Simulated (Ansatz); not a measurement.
Consider the redistribution: `[O]=[W]([F])(=[S])[Cl]` + `[OH][Nb]([F])([F])([F])[F]` → `[O]=[W]([OH])(=[S])[Cl]` + `[F][Nb]([F])([F])([F])[F]`.

Isolated molecules relaxed with PBE0-D4/def2-TZVP in Ansatz; ΔE leaves out vibrations. CCSD(T)/CBS adds triple-zeta CCSD(T) − MP2 to the extrapolated MP2 energy (def2 sets, frozen cores). Functionals use def2-TZVPP. B3LYP here is the variant with VWN-RPA as its local correlation; programs differ in this. HSE06 is defined as in plane-wave codes. Elements past krypton have def2 core potentials. For Nb, W outer-core shells are correlated without core-valence functions, which leaves a few kJ/mol of doubt a bond. One conformer a species, not always the lowest.

`[O]=[W]([F])(=[S])[Cl]`:

Z-matrix (Å, degrees):
```
W
O 1 1.688
S 1 2.119 2 107.5
Cl 1 2.247 2 108.4 3 117.5
F 1 1.846 2 109.3 3 -118.7
```

`[OH][Nb]([F])([F])([F])[F]`:

```xyz
7

O     0.154   -0.595    1.351
Nb   -0.031    0.148   -0.341
F     0.087    1.860    0.333
F     1.487   -0.696   -0.956
F    -0.238    0.903   -2.043
F    -1.678   -0.648   -0.570
H     0.218   -0.972    2.226
```

`[O]=[W]([OH])(=[S])[Cl]`:

Cartesian coordinates in Å:
```
O -0.330 -1.924 0.344
W -0.286 -0.283 -0.068
O 1.076 0.522 0.921
S 0.125 -0.111 -2.147
Cl -2.297 0.642 0.379
H 1.711 1.154 0.571
```

`[F][Nb]([F])([F])([F])[F]`:

```xyz
6

F     1.013    1.511    0.408
Nb    0.000    0.000    0.000
F    -1.234    1.056   -0.844
F     1.411   -0.691   -0.940
F    -0.177   -0.365    1.785
F    -1.013   -1.510   -0.410
```

```csv
level,ΔE (kJ/mol),difference from CCSD(T)/CBS
PBE-D4,-18.4,-1.4
revPBE-D4,-19.8,-2.8
BLYP-D4,-17.1,-0.1
r2SCAN-D4,-18.3,-1.3
B97M-V,-17.2,-0.2
PBE0-D4,-18.8,-1.8
B3LYP-D4,-17.1,-0.1
r2SCANh-D4,-18.3,-1.3
r2SCAN0-D4,-18.4,-1.4
HSE06-D4,-18.8,-1.8
BHLYP-D4,-17.6,-0.6
CAM-B3LYP-D4,-17.5,-0.5
ωB97X-V,-20.1,-3.1
ωB97M-V,-18.8,-1.8
B2PLYP,-16.8,0.2
PBE-QIDH,-18.8,-1.8
PBE,-17.5,-0.5
BLYP,-15.3,1.7
r2SCAN,-18.1,-1.1
PBE0,-18.0,-1.0
B3LYP,-15.6,1.4
r2SCANh,-18.1,-1.1
r2SCAN0,-18.1,-1.1
HSE06,-18.0,-1.0
BHLYP,-16.2,0.8
CAM-B3LYP,-16.6,0.4
LC-ωPBE,-20.2,-3.2
MP2/def2-SVP,-12.6,4.4
CCSD/def2-SVP,-11.5,5.5
CCSD(T)/def2-SVP,-11.5,5.5
HF/def2-TZVPP,-20.0,-3.0
MP2/def2-TZVPP,-18.7,-1.7
CCSD/def2-TZVPP,-19.5,-2.5
CCSD(T)/def2-TZVPP,-19.0,-2.0
HF/def2-QZVPP,-20.5,-3.5
MP2/def2-QZVPP,-17.8,-0.8
SCS-MP2/def2-QZVPP,-17.5,-0.5
HF/CBS(def2),-20.6,-3.6
MP2/CBS(def2),-16.7,0.3
CCSD/CBS(def2),-17.5,-0.5
CCSD(T)/CBS,-17.0,0
```

Largest T1 diagnostic among the species: 0.022, so the coupled-cluster value is less sure than usual.

Leaving LDA and LC-ωPBE aside and taking each functional with its dispersion term where it has one, the values spread over 3.4 kJ/mol, from ωB97X-V to B2PLYP. At CCSD(T), def2-SVP lies +5.5 kJ/mol from the extrapolated value and def2-TZVPP −2.0 kJ/mol.
